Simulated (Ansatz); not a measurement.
Molecule: chloro(trimethyl)silane, C3H9ClSi, charge 0, multiplicity 1. 
Coordinates optimised at B3LYP-D3(BJ)/def2-TZVP (Ansatz, a program for electronic structure):
```xyz
14

C     -0.9897     1.3069    -1.1321
Si    -0.0984    -0.1072    -0.3021
C      1.4352    -0.5969    -1.2463
C     -1.2311    -1.5660    -0.0342
Cl     0.5154     0.5616     1.5827
H     -1.3335     1.0094    -2.1263
H     -1.8597     1.6163    -0.5506
H     -0.3330     2.1712    -1.2446
H      1.9741    -1.3937    -0.7310
H      1.1697    -0.9560    -2.2442
H      2.1124     0.2513    -1.3597
H     -1.5827    -1.9564    -0.9929
H     -2.1032    -1.2809     0.5567
H     -0.7148    -2.3710     0.4913
```
Charge 0, spin multiplicity 1.

Basis-set convergence of Hartree-Fock and CCSD correlation energies (hartree) with Ansatz. Valence correlation only, unless marked. Spin-orbit coupling is left out. No relativistic terms.

```csv
basis,functions,E(HF),"E(corr, CCSD)"
aug-cc-pV(D+d)Z,214,-867.39764,-0.78260
aug-cc-pV(T+d)Z,455,(withheld),(withheld)
```

Q: Fill in the missing entries.

A: 
- aug-cc-pV(T+d)Z, E(HF): -867.45770
- aug-cc-pV(T+d)Z, E(corr, CCSD): -0.92954
